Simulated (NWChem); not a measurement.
Program: NWChem. System: H₃Ge, charge 0, spin multiplicity 2, at a geometry optimised with UPBE/def2-SVP. The structure started from a generated list of species. Its SCF solution wasn't tested for a lower state. Level: UHF/def2-TZVP.

NWChem printed:

```
             Northwest Computational Chemistry Package (NWChem) 7.3.0
             --------------------------------------------------------

                                NWChem Input Module
                                -------------------

 Scaling coordinates for geometry "geometry" by  1.889725989
 (inverse scale =  0.529177249)

 Turning off AUTOSYM since
 SYMMETRY directive was detected!

                             Geometry "geometry" -> ""
                             -------------------------

 Output coordinates in angstroms (scale by  1.889725989 to convert to a.u.)

  No.       Tag          Charge          X              Y              Z
 ---- ---------------- ---------- -------------- -------------- --------------
    1 Ge                  32.0000     0.00040800     0.04143800     0.00000000
    2 H                    1.0000    -0.74366700    -0.43473500     1.28057200
    3 H                    1.0000    -0.74366700    -0.43473500    -1.28057200
    4 H                    1.0000     1.47427200    -0.45654800     0.00000000

 Effective nuclear repulsion energy (a.u.)      33.2742440732

            Nuclear Dipole moment (a.u.)
            ----------------------------
        X                 Y               Z
 ---------------- ---------------- ----------------
    -0.0000113384    -0.0000037795     0.0000000000

      Symmetry information
      --------------------

 Group name             Cs
 Group number              2
 Group order               2
 No. of unique centers     3

      Symmetry unique atoms

     1    2    4


 Summary of "ao basis" -> "" (spherical)
 ------------------------------------------------------------------------------
       Tag                 Description            Shells   Functions and Types
 ---------------- ------------------------------  ------  ---------------------
 *                         def2-tzvp                  on all atoms

 Summary of "ao basis" -> "ao basis" (spherical)
 ------------------------------------------------------------------------------
       Tag                 Description            Shells   Functions and Types
 ---------------- ------------------------------  ------  ---------------------
 Ge                        def2-tzvp                16       48   6s5p4d1f
 H                         def2-tzvp                 4        6   3s1p

                                 NWChem SCF Module
                                 -----------------
[...]
 Vector   18  Occ=0.000000D+00  E= 3.777260D-02  Symmetry=a'
              MO Center=  3.4D-03,  3.5D-01, -2.8D-16, r^2= 3.1D+00
   Bfn.  Coefficient  Atom+Function         Bfn.  Coefficient  Atom+Function
  ----- ------------  ---------------      ----- ------------  ---------------
    20      0.666849  1 Ge py                 6      0.524780  1 Ge s
    17      0.231098  1 Ge py

 Vector   19  Occ=0.000000D+00  E= 1.531606D-01  Symmetry=a'
              MO Center= -3.3D-03, -3.4D-01,  8.0D-16, r^2= 5.9D+00
   Bfn.  Coefficient  Atom+Function         Bfn.  Coefficient  Atom+Function
  ----- ------------  ---------------      ----- ------------  ---------------
     6      2.213550  1 Ge s                 51     -1.219070  2 H  s
    57     -1.219070  3 H  s                 63     -1.219164  4 H  s
    20     -0.794271  1 Ge py                 5      0.215219  1 Ge s
     4     -0.174823  1 Ge s

 Vector   20  Occ=0.000000D+00  E= 1.760360D-01  Symmetry=a"
              MO Center=  9.7D-02, -2.7D-02,  3.8D-12, r^2= 5.0D+00
   Bfn.  Coefficient  Atom+Function         Bfn.  Coefficient  Atom+Function
  ----- ------------  ---------------      ----- ------------  ---------------
    21      1.866793  1 Ge pz                51     -1.432596  2 H  s
    57      1.432596  3 H  s

 center of mass
 --------------
 x =   0.00041741 y =   0.04240858 z =   0.00000000

 moments of inertia (a.u.)
 ------------------
          14.229216811336           0.092199994993           0.000000000000
           0.092199994993          23.606961379607           0.000000000000
           0.000000000000           0.000000000000          14.228634974934

  Mulliken analysis of the total density
  --------------------------------------

    Atom       Charge   Shell Charges
 -----------   ------   -------------------------------------------------------
    1 Ge  32    31.98   2.00  2.00  1.16  0.80  0.79  0.63  5.98  4.43  1.57  1.36  1.08  8.92  1.09  0.04  0.11  0.01
    2 H    1     1.01   0.22  0.56  0.21  0.01
    3 H    1     1.01   0.22  0.56  0.21  0.01
    4 H    1     1.01   0.22  0.56  0.21  0.01

  Mulliken analysis of the alpha density
  --------------------------------------

    Atom       Charge   Shell Charges
 -----------   ------   -------------------------------------------------------
    1 Ge  32    16.47   1.00  1.00  0.58  0.40  0.43  0.36  2.99  2.22  0.78  0.86  0.76  4.45  0.55  0.02  0.06  0.01
    2 H    1     0.51   0.11  0.29  0.11  0.01
    3 H    1     0.51   0.11  0.29  0.11  0.01
    4 H    1     0.51   0.11  0.29  0.11  0.01

   Mulliken analysis of the beta density
   -------------------------------------

    Atom       Charge   Shell Charges
 -----------   ------   -------------------------------------------------------
    1 Ge  32    15.50   1.00  1.00  0.58  0.40  0.36  0.27  2.99  2.21  0.79  0.50  0.32  4.47  0.54  0.02  0.05  0.01
    2 H    1     0.50   0.11  0.28  0.11  0.00
    3 H    1     0.50   0.11  0.28  0.11  0.00
    4 H    1     0.50   0.11  0.28  0.11  0.00

   Mulliken analysis of the spin density
   -------------------------------------

    Atom       Charge   Shell Charges
 -----------   ------   -------------------------------------------------------
    1 Ge  32     0.97   0.00  0.00  0.00 -0.01  0.07  0.09  0.00  0.02 -0.01  0.36  0.44 -0.01  0.01  0.00  0.01 -0.00
    2 H    1     0.01   0.00  0.01 -0.00  0.00
    3 H    1     0.01   0.00  0.01 -0.00  0.00
    4 H    1     0.01   0.00  0.01 -0.00  0.00

       Multipole analysis of the density wrt the origin
       ------------------------------------------------

     L   x y z        total         alpha         beta         nuclear
     -   - - -        -----         -----         ----         -------
     0   0 0 0     -0.000000    -18.000000    -17.000000     35.000000

     1   1 0 0      0.000471     -0.004817      0.005299     -0.000011
     1   0 1 0      0.047099     -0.490400      0.537503     -0.000004
     1   0 0 1     -0.000000     -0.000000     -0.000000      0.000000

     2   2 0 0    -15.356924    -14.438306    -12.630154     11.711536
     2   1 1 0     -0.000872      0.028475      0.063282     -0.092629
     2   1 0 1      0.000000     -0.000000      0.000000      0.000000
     2   0 2 0    -15.444789    -11.540986     -6.194185      2.290383
     2   0 1 1      0.000000      0.000000      0.000000      0.000000
     2   0 0 2    -15.356926    -14.438422    -12.630628     11.712124

 Task  times  cpu:        0.7s     wall:        0.7s

 Total times  cpu:        0.7s     wall:        0.7s
```

**Question.** Write an NWChem input that would produce this output.

**Answer.** Several could match; the one computed here: 
```
start mol
memory heap 200 mb stack 900 mb global 1100 mb
geometry units angstroms nocenter noautoz
  Ge     0.000408     0.041438     0.000000
  H     -0.743667    -0.434735     1.280572
  H     -0.743667    -0.434735    -1.280572
  H      1.474272    -0.456548     0.000000
  symmetry group Cs
end
basis spherical
  * library def2-tzvp
end
scf
  uhf
  nopen 1
  maxiter 100
  thresh 1e-7
  semidirect memsize 60000000 filesize 0
  # guess.movecs holds the orbitals of an unrestricted PBE0 run
  vectors input guess.movecs output mol.movecs
end
task scf energy
```
